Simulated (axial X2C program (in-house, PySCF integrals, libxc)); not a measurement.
## CuO⁻: the levels of the configuration d9 s1 p(π)0

Calculated with an in-house all-electron X2C program for linear molecules (integrals from PySCF): two-component X2C with atomic mean-field Coulomb and Gaunt terms, basis Cu dyall-v3z, O dyall-av3z (cores contracted in-house). Orbitals come from Hartree–Fock averaged over the configuration Cu d9 s1 p(π)0; CI then distributes these electrons over the d, s, p(π) shells of Cu. The speed of light was multiplied by 100, so these are model numbers.

R = 1.744 Å (near the minimum of the configuration average).

Active spinors (ω > 0):

| shell | ω | ε (eV) | character |
| --- | --- | --- | --- |
| d | 3/2 | -11.90 | 100% Cu d |
| d | 5/2 | -11.90 | 100% Cu d |
| d | 1/2 | -10.98 | 95% Cu d, 3% O p |
| d | 3/2 | -10.98 | 95% Cu d, 3% O p |
| d | 1/2 | -10.47 | 92% Cu d, 4% Cu s, 3% O p |
| s | 1/2 | 1.62 | 47% Cu s, 38% Cu p, 10% O p |
| p(π) | 3/2 | 5.25 | 92% Cu p, 4% Cu d, 3% O p |
| p(π) | 1/2 | 5.25 | 92% Cu p, 4% Cu d, 3% O p |

Lowest levels of this model:

```
Ω  energy (cm⁻¹)    g∥           configuration
0              0  0.00              100% d9 s1
1              0  4.00              100% d9 s1
0            715  0.00      93% d9 s1 + 6% d10
2            975  6.00              100% d9 s1
1            975  2.00              100% d9 s1
0            975  0.00              100% d9 s1
0            975  0.00              100% d9 s1
1           3423  2.00              100% d9 s1
3           5523  8.00              100% d9 s1
2           5523  4.00              100% d9 s1
1           5523  0.00              100% d9 s1
2           6722  4.00              100% d9 s1
0          20519  0.00  79% d9 p(π)1 + 17% d10
0          24105  0.00           100% d9 p(π)1
0          24105  0.00           100% d9 p(π)1
2          24105  6.00           100% d9 p(π)1
0          24923  0.00           100% d9 p(π)1
3          25557  8.00           100% d9 p(π)1
```

g∥ is the magnitude of 2⟨Lz + ge Sz⟩ for the +Ω component.

This point took 1.1 s on 1 thread of AMD EPYC 7R43 64-Core Processor (Zen 3), with other jobs on the host.

Dynamic correlation is missing, so gaps between terms are too wide and other configurations may lie lower; the lowest level listed is that of this model, not necessarily the ground state. For d shells the ligand-field splittings (σ, π, δ) and their order can be off by a thousand cm⁻¹ or more. At most 4 roots were kept for each Ω > 0 (twice that for Ω = 0) within 3.2 eV of the lowest, so higher up levels can be missing between those listed; levels with Ω > 0 are doubly degenerate and listed once, Ω = 0 levels singly. States that fill the shells left empty in the average are placed too high. For an anion, levels above electron detachment are held by the basis set. Along the bond the averaged SCF switches between close solutions, so this one may not be the lowest.
